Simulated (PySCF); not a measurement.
## SrH₂: one-bond stretch

Level of theory: PySCF, PBE0, basis Sr x2c-TZVPall, H x2c-TZVPall (spin-free X2C, no spin–orbit coupling, density fitting).

Rigid scan from the singlet minimum (Sr–H 2.153 Å (×2); H–Sr–H 125.9°). Coordinate: the bond from Sr to the last atom (H) scaled, the rest fixed. Energies in kJ/mol from the minimum.

Problem. Predict the curve at 0.92, 0.96, 1.00, 1.05, 1.12, 1.20, 1.35, 1.55, 1.80, 2.20.

Solution. 
| scale of one bond | E (kJ/mol) | dipole size (D) |
| --- | --- | --- |
| 0.92 | 9.1 | 5.90 |
| 0.96 | 2.1 | 5.97 |
| 1.00 | 0.0 | 6.05 |
| 1.05 | 2.7 | 6.17 |
| 1.12 | 13.3 | 6.36 |
| 1.20 | 31.5 | 6.61 |
| 1.35 | 73.7 | 7.15 |
| 1.55 | 131.9 | – |
| 1.80 | 195.0 | – |
| 2.20 | 266.8 | – |

Other isomers or separated fragments may lie lower.
